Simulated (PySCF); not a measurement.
Relaxation of singlet AuBr₃

Method: PBE in PySCF with Au def2-SVP with ECP60, Br def2-SVP; scalar-relativistic core potentials, no spin–orbit coupling; density-fitted integrals. A (50,194) grid was used.

A hand-made T-shaped start, of C2v symmetry, held to at least that symmetry:

```xyz
4
charge 0 multiplicity 1, angstrom
Au    0.0000    0.0000   -0.4633
Br    0.0000    0.0000    1.9167
Br    2.3786    0.0000   -0.3802
Br   -2.3786    0.0000   -0.3802
```

What does it relax to?

It ends at C2v with Au–Br 2.425 Å (×3); Br–Au–Br 97.9° (×2), Br–Au–Br 164.3° (after a last refinement on a finer grid). A frequency run shows 1 imaginary mode, down to 19i cm⁻¹, so it is at most a very flat saddle point. Other isomers or separated fragments may lie lower.

How much energy is released, and in how many steps?

23.5 kJ/mol in 7 steps.

Stability towards spin polarisation was not tested. No spin–orbit coupling is included, which matters more the heavier the element.

The relaxation took of the order of 2.3 core-minutes on a shared host.
